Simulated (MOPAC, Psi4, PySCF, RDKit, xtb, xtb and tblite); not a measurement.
Conformational energy of SMILES CCC[SiH2]OC (C₄H₁₂OSi). Scanned: dihedral C1–C2–C3–Si4; all other coordinates were relaxed at GFN2-xTB. Points at φ and −φ are mirror images.

Geometry of the scan point at 60° (Å):
```
18

C      3.1531     0.0588    -0.0162
C      1.7468    -0.5195    -0.0802
C      0.6686     0.5290     0.1696
Si     0.6863     1.9533    -1.0764
O     -0.7815     2.6123    -0.8541
C     -1.3039     3.7371    -1.4874
H      3.3099     0.5687     0.9318
H      3.8963    -0.7307    -0.1083
H      3.3070     0.7744    -0.8188
H      1.6565    -1.3162     0.6643
H      1.5915    -0.9709    -1.0625
H     -0.3080     0.0421     0.1494
H      0.7932     0.9237     1.1798
H      0.8461     1.4909    -2.4636
H      1.7357     2.9513    -0.8201
H     -2.3024     3.9195    -1.0888
H     -1.3697     3.5793    -2.5666
H     -0.6770     4.6131    -1.3047
```

GFN2-xTB (xtb and tblite); MMFF94 // GFN2-xTB (RDKit); PBE0/def2-SVP // GFN2-xTB (Psi4); PBE0-D3(BJ)/def2-SVP // GFN2-xTB (Psi4); PBE/def2-SVP // GFN2-xTB (Psi4); PBE-D3(BJ)/def2-SVP // GFN2-xTB (Psi4); UFF // GFN2-xTB (RDKit); PM3, restricted, heats of formation // GFN2-xTB (MOPAC); PM6, restricted, heats of formation // GFN2-xTB (MOPAC); GFN1-xTB // GFN2-xTB (xtb); RKS-B3LYP/6-31G* = restricted B3LYP/6-31G*, spherical d, density fitting // GFN2-xTB in PySCF 2.14.0; RHF/6-31G* = PySCF with restricted Hartree-Fock/6-31G*, spherical d, density fitting // GFN2-xTB; RHF/LANL2DZ = restricted Hartree-Fock/LANL2DZ, with its core potentials past Ne // GFN2-xTB run with PySCF 2.14.0; RKS-M06-2X/6-31G* = restricted M06-2X/6-31G*, spherical d, density fitting // GFN2-xTB run with PySCF 2.14.0.

Least-squares fit of E(φ) = a0 + Σ (a_n cos nφ + b_n sin nφ), n = 1 to 4, to the 18 scan points, in kcal/mol above the lowest point of each profile (levels whose profile four harmonics don't fit are not listed):

| method | a0 | a1 | b1 | a2 | b2 | a3 | b3 | a4 | b4 | rms of fit |
|---|---|---|---|---|---|---|---|---|---|---|
| GFN2-xTB | 1.44 | 0.40 | 0.00 | 0.39 | 0.00 | 1.47 | 0.00 | 0.02 | 0.00 | 0.04 |
| MMFF94 | 3.68 | 3.05 | 0.00 | 1.62 | 0.00 | 2.05 | 0.00 | -0.31 | 0.00 | 0.07 |
| PBE0/def2-SVP | 1.83 | 0.73 | 0.00 | 0.24 | 0.00 | 1.40 | 0.00 | 0.04 | 0.00 | 0.06 |
| PBE0-D3(BJ)/def2-SVP | 1.63 | 0.52 | 0.00 | 0.25 | 0.00 | 1.43 | 0.00 | 0.04 | 0.00 | 0.07 |
| PBE/def2-SVP | 1.80 | 0.74 | 0.00 | 0.24 | 0.00 | 1.36 | 0.00 | 0.03 | 0.00 | 0.06 |
| PBE-D3(BJ)/def2-SVP | 1.60 | 0.51 | 0.00 | 0.24 | 0.00 | 1.39 | 0.00 | 0.04 | 0.00 | 0.06 |
| UFF | 3.73 | 2.43 | 0.00 | 1.35 | 0.00 | 2.51 | 0.00 | -0.22 | 0.00 | 0.05 |
| PM3 | 1.52 | 1.07 | 0.00 | 0.47 | 0.00 | 0.93 | 0.00 | 0.02 | 0.00 | 0.02 |
| PM6 | 0.73 | 0.68 | 0.00 | 0.26 | 0.00 | 0.34 | 0.00 | 0.05 | 0.00 | 0.04 |
| GFN1-xTB | 0.75 | 0.11 | 0.00 | 0.04 | 0.00 | 0.75 | 0.00 | 0.07 | 0.00 | 0.06 |
| RKS-B3LYP/6-31G* | 2.09 | 1.02 | 0.00 | 0.28 | 0.00 | 1.40 | 0.00 | 0.02 | 0.00 | 0.05 |
| RHF/6-31G* | 2.33 | 1.20 | 0.00 | 0.35 | 0.00 | 1.50 | 0.00 | 0.01 | 0.00 | 0.06 |
| RHF/LANL2DZ | 2.15 | 1.06 | 0.00 | 0.31 | 0.00 | 1.43 | 0.00 | 0.03 | 0.00 | 0.04 |
| RKS-M06-2X/6-31G* | 1.66 | 0.46 | 0.00 | 0.22 | 0.00 | 1.48 | 0.00 | 0.06 | 0.00 | 0.08 |

MMFF94 has few fitted parameters for silicon.
